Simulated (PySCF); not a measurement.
Geometry (Å), atoms numbered from 1 in this order:
```xyz
15

Si   -2.8756   -0.5102    0.0314
C    -1.1315   -0.4894    0.6876
Si    0.1915    0.2158   -0.5198
N     1.6600    0.1445    0.2572
Si    3.2341    0.5596   -0.1252
H    -3.0442   -1.3456   -1.1691
H    -3.3993    0.8273   -0.2905
H    -3.8508   -1.0632    1.0059
H    -1.0884    0.0958    1.6073
H    -0.8274   -1.5011    0.9598
H    -0.0060   -0.5703   -1.7794
H    -0.3550    1.5506   -0.9229
H     3.5203    1.9983   -0.4190
H     4.0966    0.2258    1.0382
H     3.8713   -0.1299   -1.2899
```

Total charge -1.

Geometry: GFN2-xTB; GIAO absolute shieldings from PySCF 2.14.0 with density-fitted response routines, gas phase, non-relativistic, averaged over equivalent atoms.

At PBE0/pcSseg-1 (156 basis functions, 12 s wall time on 1 thread of an x86-64 server CPU, shared host):
| atoms | σ (ppm) |
| --- | --- |
| Si3 | 414.9 |
| Si1 | 433.5 |
| Si5 | 440.0 |
| C2 | 189.7 |
| N4 | 235.4 |
| H11/H12 | 26.32 |
| H13/H14/H15 | 26.42 |
| H6/H7/H8 | 28.06 |
| H9/H10 | 31.84 |

What do these become at revPBE/IGLO-II?

Answers


| atoms | σ at revPBE/IGLO-II | change |
| --- | --- | --- |
| Si3 | 410.3 | -4.6 |
| Si1 | 426.7 | -6.8 |
| Si5 | 436.4 | -3.6 |
| C2 | 186.7 | -3.0 |
| N4 | 220.5 | -14.9 |
| H11/H12 | 26.13 | -0.19 |
| H13/H14/H15 | 26.29 | -0.13 |
| H6/H7/H8 | 28.04 | -0.02 |
| H9/H10 | 32.22 | +0.38 |

The largest change is at N4 (nitrogen bonded to 2 Si). Cost: 209 basis functions, 47 s wall time on 1 thread of an Arm Neoverse N1, shared host.
